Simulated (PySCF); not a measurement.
Adding and removing an electron: SnB

PBE; Sn aug-cc-pVDZ-PP with ECP28, B aug-cc-pVDZ; scalar-relativistic core potentials (PySCF 2.14). Neutral (UKS): quartet (σ ↑, π ↑↑), Re = 2.214 Å, ωe = 525 cm⁻¹, De = 2.98 eV, HOMO -5.13 eV, LUMO -3.85 eV.

SnB⁻ (UKS): triplet (σ ↑, π ↑), Re = 2.155 Å, ωe = 565 cm⁻¹, De = 3.00 eV to Sn⁻ + B. The energies at the minima are -238.96155 hartree for SnB and -239.01408 for SnB⁻.

(1) Work out the adiabatic electron affinity, without and with harmonic zero-point energies (1 hartree = 27.2114 eV, 1 eV = 8065.5 cm⁻¹), and the change of the bond length.

These are scalar-relativistic numbers at best; spin–orbit coupling would shift them, the dissociation energy most. For an ion De counts to the pair picked by the measured ionisation energies or electron affinities, which need not be the lowest pair at this level. The highest Kohn–Sham level is positive in this anion. Much of that is self-interaction error, but it also means that the finite basis helps to hold the extra electron. States were picked by a PBE0 search and need not be the measured ground states.

Results:

(1) At PBE: 0.05253 hartree = 1.429 eV between the minima; the zero-point term (525.0 − 565.0)/2 cm⁻¹ = -0.002 eV makes it 1.427 eV. Re changes by -5.9 pm against the neutral. The electron enters a π orbital; the charge polarises the partner, so the anion is bound more strongly.
